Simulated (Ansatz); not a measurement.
`O=C=N[SiH2]Cl` + PH₃ → `P[SiH2]Cl` + `N=C=O` at 600 K and 1 bar (ligand exchange at the Si–N bond).

Computed with Ansatz on PBE0-D4/def2-TZVP structures; ΔE is electronic, products minus reactants. CCSD(T)/CBS adds triple-zeta CCSD(T) − MP2 to the extrapolated MP2 energy (def2 sets, frozen cores). This one scheme is used for every species. One conformer a species, not always the lowest.

| species | CCSD(T)/CBS energy (Eh) | H − E (kJ/mol) | S (J/(mol·K)) |
| --- | --- | --- | --- |
| `O=C=N[SiH2]Cl` | -918.06992 | 136.1 | 415.3 |
| PH₃ | -342.72256 | 86.3 | 240.2 |
| `P[SiH2]Cl` | -1092.24436 | 142.0 | 381.7 |
| `N=C=O` | -168.51995 | 83.3 | 274.5 |

H − E and S are ideal-gas, rigid-rotor, harmonic terms from PBE0-D4/def2-TZVP, for one conformer and one mirror image of each species. 1 Eh = 2625.50 kJ/mol, R = 8.31446 J/(mol·K).

Problem. By hand: ΔE, ΔH, ΔS and ΔG.

Solution. ΔE = (-1092.24436) + (-168.51995) − (-918.06992) − (-342.72256) = 0.02817 Eh = 74.0 kJ/mol. Δ(H − E) = 142.0 + 83.3 − 136.1 − 86.3 = 2.9, so ΔH = 76.9 kJ/mol. ΔS = 381.7 + 274.5 − 415.3 − 240.2 = 0.7 J/(mol·K). ΔG = 76.9 − 600 × (0.7)/1000 = 76.5 kJ/mol.

Problem. By hand: the equilibrium constant, and the temperature at which ΔG would vanish if ΔH and ΔS stayed fixed.

Solution. log₁₀ K = −ΔG/(RT ln 10) = -6.7. ΔG = 0 at ΔH/ΔS = 109857 K, far beyond where these terms or the molecules hold.

The number of gas molecules stays the same, so ΔS is small and ΔH decides. A doubt of 5 kJ/mol in ΔE shifts log₁₀ K by 0.4 here. Other conformers and mirror images would add mixing entropy, several J/(mol·K) or more a flexible species. Modes under 60 cm⁻¹, often nearly free rotors, make the harmonic entropy too high. These are equilibria of isolated gas molecules and say nothing of rates. Largest T1 diagnostic: 0.018 (customary marks: 0.02 for closed shells, 0.045 for open ones).
